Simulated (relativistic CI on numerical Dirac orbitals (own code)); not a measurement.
## Magnetism of V4+, 3d, in a crystal field

Calculated by Dirac-Coulomb-Breit CI, separate exchange-only KLI orbitals for each configuration, a model potential for QED, valence Slater integrals scaled by 0.7, one configuration in a parametric crystal field (own radial code).

Field parameters in Wybourne normalisation: D3d B²₀ = −7Dσ, B⁴₀ = −14Dq − 21Dτ, B⁴₃ = −14√(10/7) Dq. The field is a parameter set, without covalency.

S is read from ⟨S²⟩ = S(S + 1).

Powder χT (cm³ K mol⁻¹) by Van Vleck's formula, with temperature-independent terms:

```tsv
Field	2 K	5 K	10 K	20 K	50 K	100 K	200 K	300 K
D3d, 10Dq = 29800, Dσ = -1200, Dτ = -130 cm⁻¹	0.00505	0.00897	0.0155	0.0285	0.0679	0.14	0.271	0.35
D3d, 10Dq = 29800, Dσ = -980, Dτ = -130 cm⁻¹	0.00429	0.0083	0.015	0.0283	0.0687	0.142	0.273	0.351
D3d, 10Dq = 29800, Dσ = -760, Dτ = -130 cm⁻¹	0.00369	0.0078	0.0146	0.0283	0.0698	0.145	0.276	0.352
D3d, 10Dq = 29800, Dσ = -550, Dτ = -130 cm⁻¹	0.00329	0.0075	0.0145	0.0286	0.0711	0.149	0.279	0.354
D3d, 10Dq = 29800, Dσ = -330, Dτ = -130 cm⁻¹	0.00306	0.00739	0.0146	0.029	0.0729	0.153	0.282	0.356
D3d, 10Dq = 29800, Dσ = -110, Dτ = -130 cm⁻¹	0.00303	0.00749	0.0149	0.0298	0.0752	0.158	0.286	0.358
D3d, 10Dq = 29800, Dσ = 110, Dτ = -130 cm⁻¹	0.00324	0.00783	0.0155	0.0308	0.0788	0.164	0.287	0.362
D3d, 10Dq = 29800, Dσ = 330, Dτ = -130 cm⁻¹	0.0184	0.0224	0.0289	0.042	0.0812	0.149	0.274	0.363
```

For D3d, 10Dq = 29800, Dσ = -550, Dτ = -130 cm⁻¹: what effective moment follows at 300 K?

μ_eff = √(8χT) = 1.68 μB. The ground level has S = 0.50; the spin-only moment for S = 1/2 is 1.73 μB. The difference comes from the orbital moment, spin-orbit mixing of terms and temperature-independent paramagnetism, all larger in this ionic model than in covalent complexes.
